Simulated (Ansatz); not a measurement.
Computed with Ansatz on PBE0-D4/def2-TZVP structures; ΔE is electronic, products minus reactants. CCSD(T)/CBS is the MP2 limit (def2-TZVPP, def2-QZVPP) plus CCSD(T) − MP2 in def2-TZVPP, frozen cores. Functionals use def2-TZVPP. B3LYP here is the variant with VWN-RPA as its local correlation; programs differ in this. For Ge outer-core shells are correlated without core-valence functions, which leaves a few kJ/mol of doubt a bond. Scalar relativity is left out up to krypton. Each species was taken in one conformer, which may not be the lowest.

`C[SiH2][N]([GeH3])[SiH](C)C` + `Bc1ccccc1` → `B[SiH](C)C` + `C[SiH2][N]([GeH3])c1ccccc1`  (redistribution)

CCSD(T)/CBS gives +177.0 kJ/mol.

Another level gave +177.7 kJ/mol. Which?
A. ωB97M-V/def2-TZVPP
B. HF/def2-TZVPP
C. PBE0/def2-TZVPP
D. B3LYP/def2-TZVPP

A. ωB97M-V 177.7, PBE0 163.4, B3LYP 173.0, HF/def2-TZVPP 194.3 kJ/mol.

Largest T1 diagnostic among the species: 0.011.

From PBE to PBE0 (25 % exact exchange), in def2-TZVPP and without D4, ΔE moves by +8.2 kJ/mol. In def2-TZVPP, CCSD(T) changes the Hartree–Fock value by −20.4 kJ/mol (the triples alone add −2.5 kJ/mol) and MP2 by −14.2 kJ/mol.

CCSD(T)/CBS has its own doubt, a few kJ/mol and more with outer-core shells, so smaller differences from it don't rank the levels.
